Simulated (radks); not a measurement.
Problem. Ca4+, configuration [Ne] 3s2 3p3.5 3d0.5 (fractional occupations, a model configuration). All-electron calculation, scalar-relativistic Kohn-Sham, PBE, spin-polarised, spherical densities, finite nucleus; open shells are filled with parallel spins first; Fermi nuclear charge, rms radius 3.4776 fm. Program: a radial shooting solver on a logarithmic mesh with Libxc functionals. Some entries of the table are withheld. Estimate them.

orbital  occ.  eigenvalue (eV)  <r^2> (bohr^2)
1s up       1        -4011.440        0.007942
1s down     1        -4010.613        0.007940
2s up       1        -473.0859          0.1566
2s down     1        -472.1887          0.1562
2p up       3        -393.9833          0.1321
2p down     3        -392.8046          0.1318
3s up       1         -99.9046           1.363
3s down     1         -94.9005           1.385
3p up       3              (1)           1.540
3p down   0.5              (2)           1.583
3d up     0.5         -49.5890           1.956
3d down     0         -45.4134           2.089
4s up       0         -35.1306           7.317
4s down     0         -33.4557           7.606
4p up       0         -29.4020           8.794

Solution. 
(1) 3p up eigenvalue (eV): -79.6868
(2) 3p down eigenvalue (eV): -74.8735
